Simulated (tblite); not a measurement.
Compound: C2H9Ge2NO.
Z-matrix (Å and degrees, GFN2-xTB geometry), rows numbered from 1:
```
O 
C   1  1.2130
N   2  1.3294  1  124.30
C   3  1.4448  2  122.12  1     1.24
Ge  4  1.9832  3  109.40  2   125.01
Ge  4  2.0036  3  114.48  2     1.73
H   2  1.1023  1  121.89  3   179.81
H   3  1.0105  2  120.28  1   179.31
H   4  1.0975  3  108.42  2  -117.19
H   5  1.4935  4  111.81  3   -69.13
H   5  1.4919  4  112.62  3   167.70
H   5  1.5079  4  108.56  3    48.00
H   6  1.4877  4  114.75  3    65.94
H   6  1.5244  4  100.50  3   178.24
H   6  1.4900  4  114.75  3   -69.37
```

Calculated harmonic vibrations of the isolated species, GFN2-xTB (tblite), most abundant isotopes, no scaling. This tight-binding method is rough: wavenumbers can miss measured ones by several per cent, in bad cases by 10 to 20. Modes of hydrogen on germanium can be 10 to 20 % off. One conformer, not necessarily the lowest.

Harmonic wavenumbers (cm⁻¹): 25.5, 97.9, 113.2, 163.3, 193.7, 282.8, 295.3, 334.6, 411.3, 480.3, 490.4, 534.7, 572.6, 617.9, 665.9, 744.9, 776.6, 823.1, 840.9, 858.4, 862.2, 913.3, 916.7, 1007.3, 1047.7, 1204.8, 1228.7, 1351.8, 1419.8, 1721.9, 1852.9, 1931.7, 2037.9, 2048.0, 2089.4, 2107.4, 2814.9, 2853.4, 3391.0.

A = 2086, B = 956.0, C = 697.9 MHz; mass 210.911 u (most abundant isotopes); point group C1, symmetry number 1.

**Question.** Zero-point energy?

**Answer.** Half the sum of the wavenumbers: 21062 cm⁻¹ = 251.96 kJ/mol.

**Question.** Entropy at 298.15 K, 1 bar (ideal gas, RRHO, classical rotation)?

**Answer.** Translation 175.60, rotation 124.79, vibration 115.72: S = 416.1 J/(mol K).

**Question.** And Cp and H(298.15 K) − H(0)?

**Answer.** Cp = 154.15 J/(mol K), of which vibrations give 120.89 (their classical limit is 39 R = 324.3); H(298.15 K) − H(0) = 27.93 kJ/mol without the zero-point energy, 18.02 from vibrations.

**Question.** What must be added to the electronic energy to get the Gibbs energy at 298.15 K and 1 bar?

**Answer.** ZPE + [H(298.15 K) − H(0)] − T·S = 251.96 + 27.93 − 124.06 = 155.83 kJ/mol.

**Question.** Which modes carry the vibrational entropy at 298.15 K?

**Answer.** 25.5 cm⁻¹: 25.74; 97.9 cm⁻¹: 14.63; 113.2 cm⁻¹: 13.44; 163.3 cm⁻¹: 10.51; 193.7 cm⁻¹: 9.17; 282.8 cm⁻¹: 6.35 J/(mol K); the other 33 give 35.89 together.

Hindered rotation and anharmonicity are outside this model. Other conformers, if any are populated, would add a mixing term that is left out. The structure is chiral; the term R ln 2 for an equal mix with its mirror image is left out.

The run took 0.43 s wall on Arm Neoverse V2, one thread, shared host. This covers the Hessian and the dipole derivatives.
